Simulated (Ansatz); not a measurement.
Reaction (silylene formation by 1,1-elimination): `C[SiH](O)F` → `OF` + `C[SiH]`

Computed with Ansatz on PBE0-D4/def2-TZVP structures; ΔE is electronic, products minus reactants. CCSD(T)/CBS is the MP2 limit (def2-TZVPP, def2-QZVPP) plus CCSD(T) − MP2 in def2-TZVPP, frozen cores. This one scheme is used for every species. Functionals use def2-TZVPP. Each species was taken in one conformer, which may not be the lowest.

```tsv
species	r2SCAN0 energy (Eh)
`C[SiH](O)F`	-505.75540
`OF`	-175.50627
`C[SiH]`	-329.89330
```

Q: Work out ΔE.

A: ΔE = (-175.50627) + (-329.89330) − (-505.75540) = 0.35583 Eh = +934.2 kJ/mol. CCSD(T)/CBS gives +915.2 kJ/mol.

Largest T1 diagnostic among the species: 0.012.

From PBE to PBE0 (25 % exact exchange), in def2-TZVPP and without D4, ΔE moves by +38.5 kJ/mol. At CCSD(T), def2-SVP lies −67.6 kJ/mol from the extrapolated value and def2-TZVPP −16.4 kJ/mol. The D4 term adds +8.6 kJ/mol with B3LYP and +4.6 kJ/mol with PBE0; it sums over pairs of atoms, weighted by their polarisabilities, and B3LYP, whose exchange is more repulsive, gets the larger term.

B3LYP here is the variant with VWN-RPA as its local correlation; programs differ in this.
